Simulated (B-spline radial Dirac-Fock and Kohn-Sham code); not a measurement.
## Photoionisation of cesium ions at Ag Lα (2984.4 eV)

Method: Dirac-Hartree-Slater photoionisation with all multipoles and Dirac-Fock thresholds. Computed with an atomic code on a B-spline grid. Cross sections in kb; a dash marks an empty subshell or a threshold above the photon energy.

```
 ion      configuration  total    3s  3p3/2    4s  4d3/2     5s
 Cs⁺  [Kr] 4d10 5s2 5p6  186.5  17.8   44.2  4.31   4.43  0.709
Cs⁶⁺  [Kr] 4d10 5s2 5p1  185.8  17.8   44.2  4.33   4.53  0.913
Cs⁷⁺      [Kr] 4d10 5s2  185.5  17.8   44.2  4.34   4.57  0.957
```
